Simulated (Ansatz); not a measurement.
Mulliken charges of `F[SiH]1C=C1` from PBE/def2-TZVPP in Ansatz (PBE0-D4/def2-TZVP geometry).

| atom | x (Å) | y (Å) | z (Å) | charge (e) |
| --- | --- | --- | --- | --- |
| F1 | -1.835 | -1.250 | 0.027 | -0.281 |
| Si2 | -0.740 | -0.202 | -0.470 | 0.462 |
| C3 | 0.317 | 0.678 | 0.661 | -0.164 |
| C4 | 0.969 | -0.309 | 0.017 | -0.164 |
| H5 | -1.236 | 0.310 | -1.758 | -0.074 |
| H6 | 0.603 | 1.397 | 1.419 | 0.111 |
| H7 | 1.983 | -0.692 | 0.058 | 0.111 |

Problem. By hand: the dipole of these point charges (1 e Å = 4.8032 D).

Solution. Σ q r = (0.341, 0.253, -0.042) e Å, of length 0.427 e Å = 2.05 D.

Problem. How does the dipole of the full density compare? (Best estimate.)

Solution. Computed: (0.250, 0.175, -0.015) e Å, 1.47 D; the point charges give 1.39 times that, at 3° from its direction.

Point charges leave out the atoms' own dipoles, such as those of lone pairs, and Mulliken's split depends on the basis, so the two needn't agree.
